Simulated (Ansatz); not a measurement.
A structure relaxed at PBE0-D4/def2-TZVP, charge 0, multiplicity 1:

```json
{"atom": "C1", "x (Å)": "0.238", "y (Å)": "-1.645", "z (Å)": "0.274"}
{"atom": "C2", "x (Å)": "0.413", "y (Å)": "-0.216", "z (Å)": "-0.235"}
{"atom": "C3", "x (Å)": "1.299", "y (Å)": "-0.205", "z (Å)": "-1.475"}
{"atom": "C4", "x (Å)": "1.027", "y (Å)": "0.655", "z (Å)": "0.851"}
{"atom": "N5", "x (Å)": "-0.882", "y (Å)": "0.366", "z (Å)": "-0.621"}
{"atom": "Ge6", "x (Å)": "-2.031", "y (Å)": "1.087", "z (Å)": "0.531"}
{"atom": "F7", "x (Å)": "-3.564", "y (Å)": "1.189", "z (Å)": "-0.219"}
{"atom": "F8", "x (Å)": "-2.259", "y (Å)": "0.260", "z (Å)": "2.018"}
{"atom": "F9", "x (Å)": "-1.613", "y (Å)": "2.670", "z (Å)": "1.020"}
{"atom": "H10", "x (Å)": "-0.224", "y (Å)": "-2.274", "z (Å)": "-0.493"}
{"atom": "H11", "x (Å)": "-0.399", "y (Å)": "-1.664", "z (Å)": "1.161"}
{"atom": "H12", "x (Å)": "1.202", "y (Å)": "-2.088", "z (Å)": "0.534"}
{"atom": "H13", "x (Å)": "0.853", "y (Å)": "-0.801", "z (Å)": "-2.277"}
{"atom": "H14", "x (Å)": "2.279", "y (Å)": "-0.629", "z (Å)": "-1.250"}
{"atom": "H15", "x (Å)": "1.433", "y (Å)": "0.815", "z (Å)": "-1.841"}
{"atom": "H16", "x (Å)": "0.422", "y (Å)": "0.644", "z (Å)": "1.764"}
{"atom": "H17", "x (Å)": "1.131", "y (Å)": "1.687", "z (Å)": "0.513"}
{"atom": "H18", "x (Å)": "2.015", "y (Å)": "0.277", "z (Å)": "1.121"}
{"atom": "H19", "x (Å)": "-1.340", "y (Å)": "-0.129", "z (Å)": "-1.375"}
```

(1) Give its formula and SMILES.

(2) Point group (tolerance 0.08 Å, 0.16 Å for H)?

(3) Summarise the bond lengths by kind.

Answers

(1) C4H10F3GeN, `CC(C)(C)[NH][Ge]([F])([F])[F]`.

(2) C1.

(3) 3 × C–C 1.522 to 1.527 Å; 9 × C–H 1.091 to 1.096 Å; 1 × C–N 1.471 Å; 1 × Ge–N 1.780 Å; 1 × H–N 1.011 Å; 3 × F–Ge 1.708 to 1.717 Å.

All numbers were calculated with Ansatz.
